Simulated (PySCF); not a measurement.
A structure optimised at PBE-D3(BJ)/def2-SVP, used in a PySCF frequency run:

```
C
N 1 1.3465
C 2 1.3377 1 115.96
N 1 1.3475 2 126.96 3 0.00
C 4 1.3396 1 115.98 2 0.00
C 5 1.4029 4 122.36 1 0.00
H 6 1.0994 5 121.86 4 180.00
H 5 1.1048 4 116.58 1 180.00
H 3 1.1049 2 116.54 1 180.00
C 1 1.4724 2 116.36 3 180.00
N 10 1.3129 1 128.88 2 0.00
O 10 1.3692 11 112.18 1 180.00
C 12 1.3553 10 102.05 11 0.00
N 13 1.3061 12 113.22 10 0.00
H 13 1.0957 14 128.65 11 180.00
```

Problem. Write its SMILES, formula and point group.

Solution. c1cnc(-c2nnco2)nc1, C6H4N4O, Cs

Problem. What are its rotational constants (standard atomic weights)?

Solution. 3.7571, 0.73560, 0.61516 GHz
